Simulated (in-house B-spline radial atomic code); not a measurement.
Sc⁹⁺. Computed with a B-spline radial atomic code. Model: all-electron spherical atom, spin shells full or empty, radial basis limit, no spin-orbit coupling, Breit or QED, empty-state partial waves extrapolated as (l+1/2)^-4, RPA, G0W0 and static COHSEX of the highest shell as one setting changes (uncorrelated shells keep exact exchange).

Empty levels are discrete states of a finite basis, so the steps are uneven.

Given: element Sc; charge 9; filled core Ne; hamiltonian one-electron scalar X2C; mean-field start PBE; highest l of empty states 9; nuclear rms radius 3.5459 fm; lowest nl shells left uncorrelated 2; highest mean-field shell 3s; box radius 7.11 bohr.

Shell: 3s 1 1 (electrons up and down).

| highest empty level kept (hartree) | RPA correlation energy (hartree) | G0W0 level (eV) | G0W0 minus most complete (meV) | COHSEX level (eV) | linearised minus solved G0W0 (meV) |
| --- | --- | --- | --- | --- | --- |
| 33.33 | -0.36313 | -226.06 | 157.3 | -229.44 | 77.4 |
| 66.67 | -0.43168 | -226.13 | 89.7 | -229.65 | 78.2 |
| 116.67 | ? | ? | ? | ? | ? |
| 200 | -0.49813 | -226.19 | 28.7 | -229.86 | 78.9 |
| 333.33 | -0.51498 | -226.21 | 13.2 | -229.91 | 79.1 |
| 600 | -0.52459 | -226.22 | 4.5 | -229.94 | 79.2 |
| 1000 | -0.52749 | -226.22 | 1.6 | -229.94 | 79.2 |
| 2000 | -0.52883 | -226.22 | 0.4 | -229.95 | 79.2 |
| 4000 | -0.52915 | -226.22 | 0.1 | -229.95 | 79.2 |
| 8333.3 | ? | ? | ? | ? | ? |
| 20000 | -0.52919 | -226.22 | 0 | -229.95 | 79.2 |
| 66667 | -0.52919 | -226.22 | 0 | -229.95 | 79.2 |

(1) What follows for highest empty level kept = 116.67?

(2) What follows for highest empty level kept = 8333.3?

## Answers

(1) RPA correlation energy -0.46901 hartree; G0W0 level -226.17 eV; G0W0 minus most complete 55.7 meV; COHSEX level -229.77 eV; linearised minus solved G0W0 78.6 meV.

(2) RPA correlation energy -0.52919 hartree; G0W0 level -226.22 eV; G0W0 minus most complete 0 meV; COHSEX level -229.95 eV; linearised minus solved G0W0 79.2 meV.
